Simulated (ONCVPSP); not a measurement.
Configuration tests for iodine (ONCV)

- Element: iodine (I)
- Generator: ONCVPSP 4.0.1
- Type: optimised norm-conserving Vanderbilt (ONCV)
- Functional: PBE
- Relativity: fully relativistic
- Frozen core: [Kr] 4d10
- Valence charge: 7
- Reference configuration: 5s2 5p4.5 (charge +0.5)
- Partial waves: 5s: rc 1.50 bohr, ncon 3, nbas 7, qcut 3.8 1/bohr, 1 projector; 5p: rc 1.70 bohr, ncon 5, nbas 10, qcut 5.2 1/bohr, 2 projectors, debl 2.3 Ha
- Local potential: polynomial inside 1.10 bohr (lpopt 1, dvloc0 0 Ha)
- Core correction: none

Open shells are filled in proportion to 2j + 1.

Energies are relative to the spin-unpolarised reference configuration 5s2 5p4.5; without spin polarisation the order of configurations can differ from experiment.

| valence configuration | charge | ΔE all-electron (eV) | error AE − PS (meV) |
| --- | --- | --- | --- |
| 5s2 5p5 | 0 | -4.545 | -0.7 |
| 5s2 5p4 | +1 | 6.612 | -1.1 |
| 5s1 5p5 | +1 | 17.546 | +2.3 |

Q: What are ΔE and the potential's error for 5s2 5p3?

A: ΔE = 26.488 eV all-electron; the error (AE − PS) is -13 meV.

Levels in the configuration 5s2 5p4:

| level | all-electron (eV) | pseudo (eV) |
| --- | --- | --- |
| 5s j=1/2 | -26.227 | -26.233 |
| 5p j=3/2 | -14.991 | -14.996 |
| 5p j=1/2 | -16.133 | -16.138 |

Note: ghosts flagged at negative energy: s at -152.9 eV, p3/2 at -131.0 eV, p1/2 at -119.1 eV; no localised positive-energy state flagged. A true bound ghost makes a file unfit for plane-wave use.
